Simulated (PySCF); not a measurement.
## Bonding in `BOBOC(C)C`

C3H10B2O2.
SMILES with atom numbers: `[BH2:1][O:2][BH:3][O:4][CH:5]([CH3:6])[CH3:7]` (hydrogens: H8, H9 on B1; H10 on B3; H11 on C5; H12, H13, H14 on C6; H15, H16, H17 on C7)

Cartesian coordinates in Å at the PBE0-D3(BJ)/def2-SVP level; atoms count from 1:
```xyz
17
C3H10B2O2 angstrom
B      2.2762   -2.2193   -0.4659
O      1.6072   -1.0829   -0.2682
B      1.0346   -0.0119    0.3381
O     -0.2971    0.0704    0.5173
C     -1.2087   -0.9598    0.1444
C     -2.5248   -0.2984   -0.2089
C     -1.3365   -1.9593    1.2796
H      2.5495   -2.5399   -1.6016
H      2.5791   -2.9074    0.4867
H      1.7223    0.9118    0.6959
H     -0.8131   -1.4765   -0.7485
H     -3.2558   -1.0464   -0.5496
H     -2.3828    0.4404   -1.0106
H     -2.9395    0.2219    0.6680
H     -0.3704   -2.4386    1.4976
H     -2.0590   -2.7485    1.0230
H     -1.6842   -1.4530    2.1931
```

Bond orders from the PBE0/pcSseg-1 density (PySCF). One conformer (not necessarily the lowest) at the PBE0-D3(BJ)/def2-SVP geometry, without solvent, vibrations or thermal averaging.

Task: How far do the computed orders between heavy atoms stray from the drawn ones?

Result: The largest departure is 0.239, at B3–O4 (drawn single, 1.239). Drawn single, order above 1.12: B1–O2 (1.211) and B3–O4 (1.239). Drawn single, order below 0.88: O4–C5 (0.819).

Task: Set the Mayer orders of the bonds between heavy atoms beside their lengths.

Result: 
```
 bond  drawn as  length (Å)  Mayer order
B1–O2    single       1.333        1.211
O2–B3    single       1.357        1.010
B3–O4    single       1.346        1.239
O4–C5    single       1.425        0.819
C5–C6    single       1.515        1.045
C5–C7    single       1.518        1.041
```

By pair of heavy elements: B–O: lowest O2–B3 (1.010, 1.357 Å), highest B3–O4 (1.239, 1.346 Å); in 1 of the 3 pairs the longer bond (by over 0.003 Å) has the higher order (by 0.02 or more). C–C: all 2 within 0.02 of one another (1.041 to 1.045).

Task: And the bonds to hydrogen?

Result: B–H: 0.96 to 0.97 (3 bonds); C–H: 0.94 to 0.96 (7 bonds).

Task: Sum the orders of all bonds at each heavy atom with more than one neighbour and set the sums beside the valence in the SMILES.

Result: B1 3.126 (drawn 3), O2 2.221 (drawn 2), B3 3.217 (drawn 3), O4 2.058 (drawn 2), C5 3.844 (drawn 4), C6 3.929 (drawn 4), C7 3.917 (drawn 4). Orders between atoms that aren't bonded are not in these sums.

The Mayer order sums products of elements of PS (density times overlap matrix) between the two atoms' basis functions, so it depends on the basis set.
